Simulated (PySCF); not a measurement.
An unknown is described by computed data only.

Formula: C3H10OS2Si.

- 13C NMR: chemical shifts (computed TMS as zero) by class: 26.4 (1 C), 26.1 (1 C), 11.3 (1 C) ppm [GIAO PBE0/pcSseg-1]
- Polarisability: 108.7 au [wB97X-D/def2-SVPD]
- 1H NMR: chemical shifts (computed TMS as zero) by class: 5.51 (1 H), 2.22 (3 H), 2.15 (3 H), 2.10 (1 H), 1.89 (1 H), 1.59 (1 H) ppm [GIAO PBE0/pcSseg-1]
- Rotational structure: rotational constants A, B, C: 4.049, 0.621, 0.562 GHz [GFN2-xTB]
- NMR, other nuclei: isotropic shieldings of nuclei other than C and H, by class: 303 (1 O), 353 (1 Si), 595 (1 S), 667 (1 S) ppm [GIAO PBE0/pcSseg-1]
- Dipole: 1.41 D [wB97X-D/def2-SVPD]

Gas-phase values; electronic properties from PySCF, density fitting. Levels stand in brackets. The structure is a single GFN2-xTB conformer in the gas phase; no vibrational or solvent corrections. NMR classes are plain means over equivalent atoms (diastereotopic ones count apart unless rotation or inversion swaps them), as if these changed places fast.

Task: Give a SMILES that accounts for the data.

Result: Numbering: `[CH3:1][S:2][CH2:3][Si@@H:4]([OH:5])[S:6][CH3:7]`. Its formula, C3H10OS2Si, gives 0 degrees of unsaturation, so no ring and no π bond. 3 carbons fall into 3 classes; from least to most shielded: sp3 carbon bound to sulfur [C3] (26.4 ppm), S-methyl carbon [C1] (26.1 ppm), S-methyl carbon [C7] (11.3 ppm). Hydrogen classes from least to most shielded: 1 H on an oxygen-bound silicon, Si4 (5.51 ppm), 3 H on an S-methyl carbon, C7 (2.22 ppm, a mean of values up to 0.5 ppm apart in this geometry), 3 H on an S-methyl carbon, C1 (2.15 ppm), 1 H on a silanol oxygen, O5 (2.10 ppm), 1 H on an sp3 carbon bound to sulfur, C3 (1.89 ppm), 1 H on an sp3 carbon bound to sulfur, C3 (1.59 ppm). The other shieldings belong to: 303 ppm, silanol oxygen [O5]; 353 ppm, oxygen-bound silicon [Si4]; 595 ppm, sulfide sulfur [S2]; 667 ppm, sulfur bonded to C and Si [S6]. The optimised geometry has point group C1 and is an asymmetric top. Structure: `CSC[Si@@H](O)SC`. The assignments are read from this structure; whether some other isomer fits the data as well wasn't checked. The mirror image fits equally.

Shape of the structure used: `[CH3:1][S:2][CH2:3][Si@@H:4]([OH:5])[S:6][CH3:7]`: C1–S2–C3–Si4 -179°, S2–C3–Si4–O5 56°, C3–Si4–S6–C7 -168°, H–O5–Si4–C3 -43°.
